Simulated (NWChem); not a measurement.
# CH4F2O2Si; SMILES CO[Si](O)(F)F

```xyz
10

C      0.0018     2.3062    -0.0881
O      0.7189     1.0990     0.1336
Si     0.0656    -0.3991     0.0431
O     -1.3424    -0.4413     0.9015
F      1.1694    -1.4318     0.6136
F     -0.2237    -0.8618    -1.4876
H     -0.9615     2.3206     0.4663
H     -0.2082     2.4591    -1.1695
H      0.6264     3.1497     0.2670
H     -1.9243    -1.2049     0.7470
```
Atoms are numbered in this order, from 1.

All runs: NWChem. The geometry was optimised at PBE-D3(BJ)/def2-SVP. B3LYP is NWChem's, with the RPA form of VWN correlation. Atomic charges in e: unrestrained fits to the electrostatic potential beside Mulliken populations; buried atoms are poorly determined by the fit.

**Question.** Estimate the computed values for B3LYP/def2-SVP. Quantities: ESP C1; Mulliken C1; ESP O2; Mulliken O2; ESP Si3; Mulliken Si3; ESP O4; Mulliken O4; ESP F5; Mulliken F5; relative RMS misfit of the potential (%).

**Answer.** 
```yaml
ESP C1: 0.26
Mulliken C1: 0.18
ESP O2: -0.51
Mulliken O2: -0.47
ESP Si3: 1.28
Mulliken Si3: 1.05
ESP O4: -0.69
Mulliken O4: -0.40
ESP F5: -0.37
Mulliken F5: -0.32
relative RMS misfit of the potential (%): 20
```
